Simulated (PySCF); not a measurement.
# I³⁶⁺: fine-structure interval

I³⁶⁺ [Ne] 3s2 3p5 [3p1/2^2 3p3/2^3, M_J = 3/2] → I³⁶⁺ [Ne] 3s2 3p5 [3p1/2^1 3p3/2^4, M_J = 1/2], as a difference of total energies. All numbers are calculated (PySCF 2.14, the two-component X2C-1e Hamiltonian, in an even-tempered Gaussian basis (19 s from 7 bohr⁻², ratio 2.4; 14 p from 9 bohr⁻², ratio 2.4; 5 d from 35 bohr⁻², ratio 2.6; 4 f from 53 bohr⁻², ratio 2.6)). Correlated levels: 1s2 frozen; the 56 highest virtual spinors dropped. "Screened" scales the spin-orbit matrix elements by Boettger's factors to mimic the two-electron term; Breit and QED terms are absent.

```csv
method,fine-structure interval (cm⁻¹)
GHF (screened spin-orbit),584630
GMP2 (screened spin-orbit),585880
GHF (bare spin-orbit),608740
```
